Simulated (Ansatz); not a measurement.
System: sum formula SiHF₃, net charge 0, singlet state. 
Coordinates optimised at B3LYP-D3(BJ)/def2-TZVP (Ansatz, an electronic-structure program):
```
Si
F 1 1.5787
F 1 1.5787 2 108.26
F 1 1.5787 2 108.26 3 -117.16
H 1 1.4565 2 110.65 3 121.42
```

Quantity: vertical ionisation energy (to the doublet state of charge +1; each state is the SCF solution reached for its spin; the molecule has degenerate orbitals, so one determinant may break the symmetry), in eV. Cores are frozen in the correlated levels unless marked. UHF or UKS for open shells. Spin-orbit coupling is left out. Non-relativistic. CBS marks a two-point X^-3 extrapolation of the correlation energy; Hartree-Fock from the larger set.

CCSD(T)/CBS(aug-cc-pV(T+d)Z,aug-cc-pV(Q+d)Z) (Ansatz) gives 14.68 eV.

Problem. Another calculation gave 14.35 eV. Which level was it?
A. BHLYP/def2-TZVPD (Ansatz)
B. PBE/def2-TZVPD (Ansatz)
C. B3LYP/def2-TZVPD (Ansatz)
D. wB97M-V/def2-TZVPD (Ansatz)

Solution. D, wB97M-V/def2-TZVPD (Ansatz). The others give 14.58 (BHLYP), 13.51 (PBE), 14.12 (B3LYP) eV.
